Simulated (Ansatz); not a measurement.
## One arrangement of a pair

The pair of Br⁻ (SMILES [Br-], atom 1) and GeH₄ (SMILES [GeH4], atoms 2–6), both closed shells, in one local arrangement (a lower one may exist), relaxed at PBE0-D4/def2-TZVPD:

```
6
angstrom
Br -0.5274 -1.4306 -2.4643
Ge 0.0922 0.2501 0.4308
H 0.3787 1.0270 1.7689
H 1.4462 0.1454 -0.2721
H -0.9185 1.1119 -0.3272
H -0.4713 -1.1040 0.8639
```

Program: Ansatz 0.2.0. Basis: def2-TZVPPD, with def2-QZVPPD for the basis limit. Cores are frozen in the correlated methods. Filled d shells of the heavier atoms are correlated. The def2 sets are not built for correlating such inner shells, so the correlated values are less sure here. B3LYP uses VWN-RPA correlation. Extrapolation: Hartree–Fock as exp(−7.88 √X), correlation as X^−2.97. Interaction energies count from these two fragments, frozen as in the pair, with the counterpoise correction; negative means bound.

(1) What is the interaction energy by CCSD(T) at an estimated basis limit (MP2 extrapolated from triple and quadruple zeta, plus CCSD(T) − MP2 in triple zeta)? (To be estimated.)

T1 diagnostic: at most 0.012.

Answers

(1) By the calculation: -7.04 kcal/mol. Hartree–Fock alone gives -3.56 kcal/mol at the basis limit. It counts from the two fragments frozen as in the pair.

The same quantity by other methods in triple zeta, and each one's difference from that estimate:
```tsv
method	E_int (kcal/mol)	difference
PBE-D4	-7.28	-0.25
revPBE-D4	-6.73	0.31
BLYP-D4	-6.24	0.80
r2SCAN-D4	-6.95	0.09
B97M-V	-7.42	-0.38
PBE0-D4	-7.21	-0.18
B3LYP-D4	-6.52	0.52
HSE06-D4	-7.23	-0.20
wB97X-V	-6.85	0.19
wB97M-V	-7.13	-0.10
B2PLYP	-5.22	1.82
HF	-3.50	3.53
MP2	-6.28	0.75
CCSD	-5.64	1.40
CCSD(T)	-6.03	1.01
```
Differences are method less estimate.

Energy to bend the free fragments (PBE0-D4 minima) into their shapes in the pair, CCSD(T)/def2-TZVPPD: GeH₄ 1.29 kcal/mol. This must be added to the interaction energy to get the binding energy from relaxed fragments.

Basis-set superposition shift (counterpoise-corrected less uncorrected): CCSD(T) 1.20; MP2 1.17; HF 0.14; PBE0-D4 0.13; wB97M-V 0.13 kcal/mol.

For scale, one of the runs: CCSD(T)/def2-TZVPPD, 179 basis functions, launched by `ansatz run in.yaml --threads 4 --pin off --events-out ev --progress --plain --max-ram 9574MiB`. Time: 44 s of wall clock on 4 CPU threads of an Arm Neoverse V2; the host was shared. Peak host memory: 1.7 GiB.
